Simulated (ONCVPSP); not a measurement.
# What one change does to a pseudopotential (nickel (Ni), ONCV)

* Element: Ni (Z = 28)
* Generator: ONCVPSP 4.0.1
* Type: optimised norm-conserving Vanderbilt (ONCV)
* Functional: PBE
* Relativity: scalar-relativistic
* Frozen core: [Ne]
* Valence charge: 18
* Reference configuration: 3s2 3p6 3d8 4s0.5 (charge +1.5)
* Partial waves: 3s+4s: rc 1.45 bohr, ncon 5, nbas 9, qcut 6.7 1/bohr, 2 projectors; 3p: rc 0.95 bohr, ncon 4, nbas 9, qcut 17.8 1/bohr, 3 projectors, debl 1.9 Ha; 3d: rc 1.20 bohr, ncon 5, nbas 9, qcut 13.7 1/bohr, 2 projectors, debl 1.4 Ha
* Local potential: polynomial inside 0.95 bohr (lpopt 5, dvloc0 0 Ha)
* Core correction: polynomial model core, fcfact 0.3

In the p channel the program set the typed energies aside and used -3.147, 0.250, 2.150 Ha.

All-electron outer shells of the reference configuration (PBE, scalar-relativistic, ld1.x):

```tsv
shell	level (eV)	outermost node (bohr)	outermost maximum (bohr)
2p	-858.71	–	0.16
3s	-125.29	0.30	0.64
3p	-85.64	0.27	0.65
3d	-22.99	–	0.63
4s	-17.32	0.91	2.08
```

Change: s: qcut 7.5; p: qcut 19.8; d: qcut 15.2.

Cutoffs: the cutoffs (Ha) at which the residual kinetic energy of the hardest occupied pseudo-wave falls to 1 and 0.1 mHa per electron; they do not see the model core or the augmentation charge, which bear on the density cutoff. Errors are all-electron minus pseudo energies relative to the spin-unpolarised reference configuration.

**Question.** What does the change do?

**Answer.** The potential gets harder (76 Ha and 97 Ha → 86 Ha and 110 Ha); the errors of the 4 common tests hardly move; neither file shows a bound ghost.

```csv
quantity,base,changed
"cutoff, loose",76 Ha,86 Ha
"cutoff, tight",97 Ha,110 Ha
loose cutoff by channel,"s 15 Ha, p 75 Ha, d 76 Ha","s 14 Ha, p 86 Ha, d 84 Ha"
bound ghosts,none,none
GHOST(+) flags under 300 eV,none,none
"error for 3s2 3p6 3d8 4s2, meV [ΔE -16.94 eV]",+2.6,+2.6
"error for 3s2 3p6 3d8 4s1, meV [ΔE -7.62 eV]",+0.8,+0.8
"error for 3s2 3p6 3d8 4s0, meV [ΔE 9.74 eV]",-0.8,-0.8
"error for 3s2 3p6 3d8 4s1.5, meV [ΔE -13.22 eV]",+1.7,+1.7
s: phases at 1.47 bohr within 0.05 rad from the reference energy up to (Ha; the scan ends near 5),to the end of the scan,to the end of the scan
p: phases at 0.97 bohr within 0.05 rad from the reference energy up to (Ha; the scan ends near 5),to the end of the scan,to the end of the scan
d: phases at 1.22 bohr within 0.05 rad from the reference energy up to (Ha; the scan ends near 5),to the end of the scan,to the end of the scan
"rms error of d²Exc/dni dnj with the model core, mHa",1.87,1.88
```
